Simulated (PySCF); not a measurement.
Field gradients at the hydrogen positions

Species: C8H11O2P.
Z-matrix (Å and degrees, GFN2-xTB geometry), rows numbered from 1:
```
C 
C   1  1.5346
C   2  1.5339  1  109.77
C   2  1.5267  1  110.08  3  -121.18
C   2  1.5039  1  108.55  3   119.05
O   5  1.3491  2  116.36  1   -60.72
C   6  1.3186  5  112.24  2   179.33
C   7  1.3716  6  115.37  5    -0.07
C   8  1.4525  7  124.62  6  -179.67
O   9  1.2056  8  125.11  7    -0.33
P   5  1.7178  2  128.58  1   118.53
H   1  1.0876  2  110.54  3   -58.48
H   1  1.0882  2  110.29  3  -178.60
H   1  1.0872  2  110.12  3    61.59
H   3  1.0873  2  110.56  1    59.84
H   3  1.0880  2  110.35  1  -179.96
H   3  1.0872  2  110.01  1   -60.17
H   4  1.0882  2  110.50  1   -58.67
H   4  1.0870  2  110.13  1    61.39
H   4  1.0883  2  110.43  1  -178.61
H   7  1.0760  6  117.21  5   179.95
H   9  1.1083  8  113.42  7   179.50
```

Level: PBE0/pcSseg-1 (PySCF, non-relativistic); Q(2H) = 0.00286 b; rigid geometry, the same for H and D, with no vibrational averaging.

**Question.** Rank these positions by the coupling χzz of a deuteron there, largest first.
A. H22 (formyl hydrogen)
B. H18 (methyl hydrogen)
C. H21 (aromatic hydrogen)

**Answer.** C (219 kHz), B (209 kHz), A (179 kHz).

**Question.** Give the electric field gradient Vzz (the principal value of largest size), its asymmetry and the 2H coupling at each hydrogen.

**Answer.** 
```tsv
atom	bonded to	bond length (Å)	Vzz (au)	η	χzz (kHz)
H12	C1	1.088	0.3128	0.02	210
H13	C1	1.088	0.3123	0.02	210
H14	C1	1.087	0.3161	0.02	212
H15	C3	1.087	0.3132	0.02	210
H16	C3	1.088	0.3127	0.02	210
H17	C3	1.087	0.3159	0.02	212
H18	C4	1.088	0.3114	0.02	209
H19	C4	1.087	0.3164	0.02	213
H20	C4	1.088	0.3111	0.02	209
H21	C7	1.076	0.3266	0.08	219
H22	C9	1.108	0.2667	0.03	179
```

**Question.** A static deuteron (I = 1) shows a doublet split by (3/2)χ, (3/4)χ(1 + η) and (3/4)χ(1 − η) with the field along z, y and x of the gradient. What are these for H18?

**Answer.** With |χ| = 209.2 kHz and η = 0.019: 314, 160 and 154 kHz, to first order and without motion.

One conformer (not necessarily the lowest) at the GFN2-xTB geometry, without solvent, vibrations or thermal averaging. GFN2-xTB bond lengths can be off by several hundredths of an ångström, more for odd bonds, and the gradients follow them. The small basis limits the accuracy of the gradients.
